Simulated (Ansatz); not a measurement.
C3H7FSi, SMILES [SiH2](C1CC1)F.

Geometry optimised at PBE-D3(BJ)/def2-SVP. This is a generated structure with no PubChem entry under its InChIKey; it may be hypothetical. Other conformers were not sampled.

Two levels are set side by side: PBE/def2-SVPD (Ansatz, a quantum-chemistry and plane-wave program) and CAM-B3LYP/def2-SVPD (Ansatz). Energy differences of separate SCF runs at the same geometry; the states with an electron removed or added have multiplicity 2 and 2. Differences are taken from unrounded values.

```tsv
quantity	PBE
vertical ionisation energy (eV)	10.27
vertical singlet–triplet gap (eV)	6.68
```

Task: These are the PBE values. What does CAM-B3LYP give? (The exact figures need the calculation; the answer reports its results.)

Result: 
| quantity | CAM-B3LYP | PBE minus CAM-B3LYP |
|---|---|---|
| vertical ionisation energy (eV) | 10.79 | -0.51 |
| vertical singlet–triplet gap (eV) | 7.54 | -0.87 |
